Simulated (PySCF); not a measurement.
# Electron affinity of Sb by level of theory

Sb- [Kr] 4d10 5s2 5p4 [5p1/2^2 5p3/2^2, M_J = 2] → Sb [Kr] 4d10 5s2 5p3 [5p1/2^2 5p3/2^1, M_J = 3/2], as a difference of total energies. Calculation: PySCF 2.14, in x2c-TZVPPall-2c with one added diffuse shell each of s, p, d, f type (9s10p6d3f, 90 functions); the two-component X2C-1e Hamiltonian. Correlated levels: [Kr] frozen; the 14 highest virtual spinors dropped. "Screened" scales the spin-orbit matrix elements by Boettger's factors to mimic the two-electron term; Breit and QED terms are absent.

| method | electron affinity (eV) | error (eV) |
| --- | --- | --- |
| GHF (screened spin-orbit) | 0.000 | -1.047 |
| GMP2 (screened spin-orbit) | 0.763 | -0.284 |
| GCCSD (screened spin-orbit) | 0.832 | -0.215 |
| GCCSD(T) (screened spin-orbit) | 0.900 | -0.147 |

Reference: 1.047 eV (measured; photodetachment measurements, as compiled on the Wikipedia data page of electron affinities).

Errors of the correlated levels include the incompleteness of this basis and the frozen core.

The labels give the starting determinants; with spin-orbit coupling the two ends relaxed to ⟨J²⟩ = 6.05, ⟨L²⟩ = 2.20, ⟨S²⟩ = 1.95 and ⟨J²⟩ = 3.75, ⟨L²⟩ = 0.07, ⟨S²⟩ = 3.71.

A negative affinity means that the anion lies above the atom at that level of theory.
